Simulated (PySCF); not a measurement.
**How methods differ on the interval between two levels of Xe⁺**

Xe⁺ [Kr] 4d10 5s2 5p5 [2P3/2, M_J = 3/2] → Xe⁺ [Kr] 4d10 5s1 5p5 6s1 [4P5/2, M_J = 5/2], as a difference of total energies. Computed with PySCF 2.14 in x2c-SVPall-2c with one added diffuse shell each of s, p type (7s9p4d, 54 functions), with the two-component X2C-1e Hamiltonian. Correlated levels: [Ar] 3d10 frozen; the 6 highest virtual spinors dropped. "Screened" scales the spin-orbit matrix elements by Boettger's factors to mimic the two-electron term; Breit and QED terms are absent.

| method | interval between two levels (cm⁻¹) |
| --- | --- |
| GHF (spin-free) | 203570 |
| GMP2 (spin-free) | 190280 |
| GHF (screened spin-orbit) | 203360 |
| GMP2 (screened spin-orbit) | 190790 |

The labels give the starting determinants; with spin-orbit coupling the two ends relaxed to ⟨J²⟩ = 3.76, ⟨L²⟩ = 2.03, ⟨S²⟩ = 0.78 and ⟨J²⟩ = 8.76, ⟨L²⟩ = 2.03, ⟨S²⟩ = 3.78.

The promoted electron is Rydberg-like, and one or two diffuse shells describe it only roughly, which tends to raise the upper state.
